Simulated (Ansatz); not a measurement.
The cluster Al3O3⁺, relaxed as a singlet with RKS r2SCAN-D4/def2-SVP in Ansatz, starting from the GFN1-xTB geometry. Force threshold 0.02 eV/Å.

The structure holds 2 bond(s) between oxygen atoms. Another isomer (singlet) lies 8.22 eV lower at PBE0-D4/def2-TZVP; other spin states weren't run for this one.

Start:

```csv
atom,x (Å),y (Å),z (Å)
Al1,1.402,-0.672,-0.868
Al2,-1.865,-0.712,0.442
Al3,1.285,1.462,0.729
O4,-0.364,0.540,-0.215
O5,-0.523,-0.561,-1.116
O6,0.064,-0.057,1.028
```

**Question.** Estimate the energy that the relaxation releases and the steps that it takes.

**Answer.** 121.0 kJ/mol, in 25 steps; 33 s on 4 threads of Arm Neoverse V1 on a shared host. The force fell under the threshold at step 21, but the optimiser went on. No frequencies were taken in this run, so the end may be a saddle point.

**Question.** Does the start keep its bonding?

**Answer.** Bonds lost: Al2–O4, Al3–O4 (atoms count from 1). Metal–metal contacts that move far: Al1–Al3 2.67 to 5.88 Å.

**Question.** Predict the relaxed structure.

**Answer.** 
```xyz
6

Al    0.472   -1.535   -2.516
Al   -1.405   -0.923    0.678
Al    0.385    2.029    2.155
O     0.646    0.471   -0.348
O    -0.032   -0.695   -0.867
O    -0.065    0.653    0.898
```
Bond lengths (bridged metal pairs left out): 4 × Al–O 1.92 to 2.08 Å; 2 × O–O 1.45 Å.
